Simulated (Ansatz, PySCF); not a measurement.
Reaction R1 + R2 → P1 + P2, each structure at its B3LYP-D3(BJ)/def2-TZVP stationary point, reached from a drawn start (curvature not checked).
P1: CH4 (SMILES C), charge 0, multiplicity 1.
R1, H2O (SMILES O) (charge 0, multiplicity 1):
```xyz
3

O      0.0000     0.0000     0.3896
H      0.0000     0.7650    -0.1949
H      0.0000    -0.7650    -0.1949
```
P2, H6OSi2 (SMILES [SiH3]O[SiH3]) (charge 0, multiplicity 1):
```
atom    x (Å)    y (Å)    z (Å)
----  -------  -------  -------
Si     1.5460  -0.3225   0.0497
O     -0.0136  -0.1811  -0.4256
Si    -1.5481   0.2950  -0.1143
H      2.3088  -0.9640  -1.0418
H      2.1148   1.0157   0.3346
H      1.6321  -1.1543   1.2729
H     -2.0700  -0.4156   1.0766
H     -2.3831  -0.0278  -1.2905
H     -1.5870   1.7545   0.1384
```
R2: CH8Si2 (SMILES [SiH3]C[SiH3]), charge 0, multiplicity 1.

P less R. No zero-point or thermal terms.

Frozen-core correlation throughout. CBS(a, b) extrapolates the correlation energy as X⁻³ and adds the Hartree–Fock energy of set b.

Programs: Ansatz (a first-principles code); PySCF for M06-2X. No computed number here is a measurement.

Question: What reaction energy does M06-2X/def2-TZVPP give?

Answer: -49.2 kcal/mol

Question: What is the computed reaction energy (MP2/cc-pV(D+d)Z)?

Answer: -43.8 kcal/mol

Question: Give the reaction energy at the level CCSD(T)/CBS(cc-pV(T+d)Z, cc-pV(Q+d)Z).

Answer: -46.8 kcal/mol
